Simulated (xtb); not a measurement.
C₂HF₃O₂, triplet, geometry from GFN2-xTB (a higher spin typed on purpose: for a closed-shell molecule this is an excited state). Base run: GFN2-xTB (xtb 6.7.1).

Geometry (Å):
```xyz
8

O      1.6579    -0.8827    -0.0722
C      0.9894     0.2537    -0.3629
O      1.2264     1.4261     0.0564
C     -0.5907    -0.0664    -0.0248
F     -0.7836    -0.2265     1.2823
F     -1.3593     0.9060    -0.4620
F     -0.9166    -1.1897    -0.6383
H      2.0685    -0.8789     0.8143
```
Charge 0, spin multiplicity 3.
All else is at xtb's defaults.
Base energy -26.94816 Eh.

The base run was repeated with changes; each row names its change, and settings that it needs were set with it.

| change | ΔE vs base (kJ/mol) | dipole (D) | SCF cycles |
|---|---|---|---|
| base | 0.00 | 2.22 | 11 |
| etemp = 10000 | -96.6 | 2.49 | 11 |
| etemp = 5000 | -17.52 | 2.41 | 10 |
| acc = 0.0001 | 0.00 | 2.22 | 17 |
| acc = 1000 | 0.00 | 2.22 | 7 |
| alpb = dmso | -35.1 | 2.66 | 11 |
| etemp = 3000 | -3.51 | 2.30 | 11 |

ALPB and GBSA are two models with their own fitted parameters for each solvent, which aren't always the measured dielectric constant.
